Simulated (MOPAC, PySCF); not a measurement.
Constitutional and geometric isomers with formula CH6OSi2. Gas-phase values, no solvent. One relaxed conformer stands for each flexible species; it need not be the lowest. Strings in code marks are SMILES.

Quantity: electronic energy of isomers of CH6OSi2 relative to `C=[SiH]O[SiH3]` (C–Si–O–Si torsion 1°), in eV. Semi-empirical values (MOPAC) are differences of heats of formation.

Level 1: B3LYP/3-21G // B3LYP-D3(BJ)/def2-TZVP (PySCF)
Level 2: frozen-core MP2/6-31G* // B3LYP-D3(BJ)/def2-TZVP (PySCF)
Level 3: HF/3-21G // B3LYP-D3(BJ)/def2-TZVP (PySCF)
Level 4: AM1 // B3LYP-D3(BJ)/def2-TZVP (MOPAC)

```tsv
species	level 2	level 3	level 4
`OC(=[SiH2])[SiH3]` (H–O–C–Si torsion 161°)	2.89	3.45	1.39
`C/[SiH]=[SiH]/O` (Si–Si–O–H torsion 129°)	1.11	1.12	1.46
`C[SiH2][SiH]=O` (C–Si–Si–O torsion 0°)	0.334	1.43	1.39
`O=C([SiH3])[SiH3]`	1.86	2.42	0.98
`OC1[SiH2][SiH2]1` (H–O–C–Si torsion 63°)	2.67	3.13	1.76
`O=C[SiH2][SiH3]` (O–C–Si–Si torsion 94°)	1.61	2.20	1.41
`CO[SiH]=[SiH2]` (C–O–Si–Si torsion 142°)	1.73	1.76	2.60
`C=[SiH][SiH2]O` (C–Si–Si–O torsion -11°, Si–Si–O–H torsion -47°)	1.07	1.45	1.09
```

Q: What does level 1 give for each, and how far do the other levels lie from it on average?

A: 
- `OC(=[SiH2])[SiH3]` (H–O–C–Si torsion 161°): 2.79
- `C/[SiH]=[SiH]/O` (Si–Si–O–H torsion 129°): 0.72
- `C[SiH2][SiH]=O` (C–Si–Si–O torsion 0°): 0.61
- `O=C([SiH3])[SiH3]`: 1.90
- `OC1[SiH2][SiH2]1` (H–O–C–Si torsion 63°): 2.64
- `O=C[SiH2][SiH3]` (O–C–Si–Si torsion 94°): 1.61
- `CO[SiH]=[SiH2]` (C–O–Si–Si torsion 142°): 1.23
- `C=[SiH][SiH2]O` (C–Si–Si–O torsion -11°, Si–Si–O–H torsion -47°): 1.11
Mean absolute difference from level 1, which has limits of its own, over these rows (drawn at random from the members that have all these levels): level 2 0.172 eV, level 3 0.54 eV, level 4 0.79 eV.
